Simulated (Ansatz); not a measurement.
The cluster Al2N2. The state is a triplet with charge 0. Geometry PBE0-D4/def2-TZVP; atoms count from 1.

```tsv
atom	x (Å)	y (Å)	z (Å)
Al1	-1.317	-0.833	-0.912
Al2	0.578	1.238	1.180
N3	0.432	0.222	-0.611
N4	0.308	-0.628	0.343
```

At PBE0-D4/def2-TZVP a singlet of charge 0 lies 1.18 eV below the triplet, each at its own geometry. The structure comes from a short search, and lower isomers may exist.

(1) Estimate the Mulliken populations from the PBE0/def2-TZVP orbitals of Ansatz.

(2) Where does the spin sit?

(3) And the Mayer bond orders between bonded heavy atoms (over 0.3)?

## Answers

(1) 
```json
{"atom": "Al1", "charge (e)": "0.23", "spin (α − β)": "0.16"}
{"atom": "Al2", "charge (e)": "0.23", "spin (α − β)": "0.16"}
{"atom": "N3", "charge (e)": "-0.23", "spin (α − β)": "0.84"}
{"atom": "N4", "charge (e)": "-0.23", "spin (α − β)": "0.84"}
```
Mulliken values and Mayer orders depend strongly on the basis.

(2) Summed by element: Al 0.32, N 1.68, of 2 unpaired in all. Largest on single atoms: N3 0.84, N4 0.84, Al1 0.16.

(3) Al1–N3 0.55 (2.06 Å); Al1–N4 0.55 (2.06 Å); Al2–N3 0.55 (2.06 Å); Al2–N4 0.55 (2.06 Å); N3–N4 1.37 (1.28 Å).
